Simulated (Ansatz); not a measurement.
Consider the cleavage of the Ge–Ge bond: `[OH][GeH2][GeH3]` + `BNC=C` → `B[N]([GeH3])C=C` + `[OH][GeH3]`.

Program: Ansatz. Geometries: PBE0-D4/def2-TZVP. ΔE: electronic, gas phase. CCSD(T)/CBS is the MP2 limit (def2-TZVPP, def2-QZVPP) plus CCSD(T) − MP2 in def2-TZVPP, frozen cores. Functionals use def2-TZVPP. For Ge outer-core shells are correlated without core-valence functions, which leaves a few kJ/mol of doubt a bond. Scalar relativity is left out up to krypton. One conformer a species, not always the lowest.

`[OH][GeH2][GeH3]`:

Z-matrix (Å, degrees):
```
Ge
Ge 1 2.430
O 1 1.789 2 110.1
H 1 1.535 2 112.5 3 115.1
H 1 1.545 2 110.9 3 -121.1
H 2 1.538 1 110.5 3 176.8
H 2 1.539 1 109.7 3 57.4
H 2 1.536 1 110.6 3 -62.5
H 3 0.960 1 112.4 2 -65.4
```

`BNC=C`:

Z-matrix (Å, degrees):
```
B
N 1 1.395
H 1 1.196 2 118.6
H 1 1.194 2 118.6 3 180.0
C 2 1.390 1 126.4 3 0.0
H 2 1.010 1 119.6 3 -180.0
C 5 1.328 2 125.2 1 -180.0
H 5 1.085 2 113.4 1 0.0
H 7 1.081 5 120.4 2 -180.0
H 7 1.085 5 122.0 2 0.0
```

`B[N]([GeH3])C=C`:

```xyz
13

B     1.019   -1.583    0.527
N     0.285   -0.445    0.160
Ge    0.185    0.088   -1.635
C    -0.387    0.313    1.122
C    -1.113    1.406    0.907
H     1.062   -1.895    1.683
H     1.586   -2.215   -0.315
H    -1.289    0.083   -2.065
H     1.010   -0.931   -2.420
H     0.763    1.506   -1.756
H    -0.271   -0.074    2.131
H    -1.263    1.837   -0.077
H    -1.587    1.909    1.738
```

`[OH][GeH3]`:

Cartesian coordinates in Å:
```
O -0.855 0.129 -1.065
Ge 0.383 -0.085 0.199
H -1.705 0.393 -0.709
H 1.641 -0.498 -0.569
H -0.060 -1.181 1.187
H 0.595 1.241 0.957
```

CCSD(T)/CBS gives +6.5 kcal/mol.

Task: Another level gave +7.2 kcal/mol. Which?
A. PBE/def2-TZVPP
B. HF/def2-TZVPP
C. CCSD(T)/def2-TZVPP
D. PBE0/def2-TZVPP

Result: B. HF/def2-TZVPP 7.2, PBE0 11.1, CCSD(T)/def2-TZVPP 5.8, PBE 12.1 kcal/mol.

Largest T1 diagnostic among the species: 0.013.

The D4 term adds −2.0 kcal/mol with B3LYP and −1.0 kcal/mol with PBE0; it sums over pairs of atoms, weighted by their polarisabilities, and B3LYP, whose exchange is more repulsive, gets the larger term. From PBE to PBE0 (25 % exact exchange), in def2-TZVPP and without D4, ΔE moves by −1.0 kcal/mol.

B3LYP here is the variant with VWN-RPA as its local correlation; programs differ in this.
